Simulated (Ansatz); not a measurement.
BCl₂H₂N, SMILES `NB(Cl)Cl`, relaxed with RKS PBE0-D4/def2-TZVP in the Gaussian-basis code of Ansatz from a PBE-D4/def2-SVP geometry. The force threshold is 0.005 eV/Å; the program also tests the step.

Total charge 0; spin multiplicity 1.

Start:

```xyz
6

N    -0.217   -0.714   -0.327
B     0.156    0.511    0.234
Cl    1.873    0.924    0.418
Cl   -1.084    1.667    0.763
H    -1.193   -0.986   -0.447
H     0.466   -1.402   -0.641
```

```
step  energy (eV)  largest force (eV/Å)  largest move (Å)
   1  -27238.7826                 0.640             0.000
   2  -27238.8008                 0.173             0.014
   3  -27238.8028                 0.071             0.008
   4  -27238.8029                 0.012             0.002
   5  -27238.8029                 0.006             0.000
   6  -27238.8029                 0.000             0.000
```

End:

```xyz
6

N    -0.216   -0.709   -0.323
B     0.153    0.504    0.230
Cl    1.856    0.915    0.414
Cl   -1.076    1.651    0.756
H    -1.178   -0.975   -0.443
H     0.459   -1.386   -0.634
```

It took 15 s on 2 threads of a server CPU on a shared host, with 0.31 GiB of host memory at the peak.
